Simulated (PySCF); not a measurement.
## ZnSb: energy against distance

Set-up: basis Zn def2-SVPD, Sb def2-SVPD with ECP28; scalar-relativistic core potentials; PySCF 2.14. Energies in eV from Zn + Sb in their ground configurations at the same level. State: ⁴Σ⁻ (quartet), unpaired electrons σ ↑, π ↑↑.

All columns are PBE0. A positive dipole means Zn(−)Sb(+).

```
R (Å)  E (eV)  μ (D)  Mulliken charge on Zn (basis-dependent)  HOMO (eV)  LUMO (eV)  Mayer bond order  ⟨S²⟩
2.393  -0.137   0.07                                     0.04      -4.84      -3.20              1.08  3.76
2.505  -0.341  -0.10                                     0.07      -4.92      -3.08              1.00  3.76
2.616  -0.442  -0.25                                     0.09      -5.00      -2.97              0.93  3.76
2.700  -0.473  -0.35                                     0.10      -5.06      -2.89              0.87  3.76
2.783  -0.479  -0.43                                     0.11      -5.11      -2.83              0.81  3.76
2.866  -0.467  -0.49                                     0.12      -5.17      -2.77              0.75  3.76
2.978  -0.435  -0.54                                     0.12      -5.25      -2.71              0.67  3.76
3.117  -0.382  -0.57                                     0.11      -5.35      -2.65              0.57  3.77
3.284  -0.316  -0.54                                     0.10      -5.46      -2.64              0.46  3.76
3.507  -0.237  -0.45                                     0.07      -5.61      -2.66              0.33  3.76
```

A fit through these points gives, at Re = 2.764 Å, μ = -0.41 D and dμ/dR = -0.903 D/Å; the reduced mass is 41.82 u.

**Question.** How strong is the fundamental in the double-harmonic approximation, I = 42.26·(dμ/dR)²/μred km/mol?

**Answer.** I = 42.26·(-0.903)²/41.82 = 0.824 km/mol at PBE0.

Spin–orbit coupling is left out, which matters for elements this heavy, above all for dissociation energies. The state is the lowest determinant that a PBE0 search found; another state may lie lower at other levels.
